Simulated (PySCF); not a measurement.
SMILES B(F)(Cl)Br (BBrClF) at its CAM-B3LYP/def2-SVP optimised geometry (Å):

```
4

B     -0.3645     0.2346     0.0000
F     -1.0003     1.3775     0.0000
Cl     1.3768     0.2346     0.0000
Br    -1.3768    -1.3775     0.0011
```

Computed with CAM-B3LYP/def2-TZVP (PySCF 2.14.0). Cells within 0.4 Å of a nucleus heavier than hydrogen are left out (blank, or x).

Map of the deformation density (molecule minus spherical neutral atoms) (e/bohr³) on the plane z = 0.0 Å:

```
|111111111111111111111111111|
|111111111111111111111111111|
|111111111111111111111111111|
|111111111111111111111111111|
|111111111111111111111111111|
|111111111111111111111111111|
|111111111232111111111111111|
|111111124xx4211111111111111|
|11111123xxx4211111222111111|
|111111125xx6311112222111111|
|111111112599312222442111111|
|11111111136xx35532xx1001111|
|11111111013xxx774xxx0001111|
|11111111124xx5663xxx1001111|
|111111112466323322452111111|
|111111112565211112332111111|
|111122321244211111222111111|
|1112234xx112111111111111111|
|1111234xxx21111111111111111|
|1111123xxx32111111111111111|
|111111133442211111111111111|
|111110012322111111111111111|
|111111001122111111111111111|
|111111111111111111111111111|
|111111111111111111111111111|
|111111111111111111111111111|
|111111111111111111111111111|
```
Scale: ten equal steps from -0.015 (start of '0') to 0.065 (end of '9'), in the order '0123456789'; x runs from -3.50 to 3.50, y from -3.50 (bottom) to 3.50 (top).
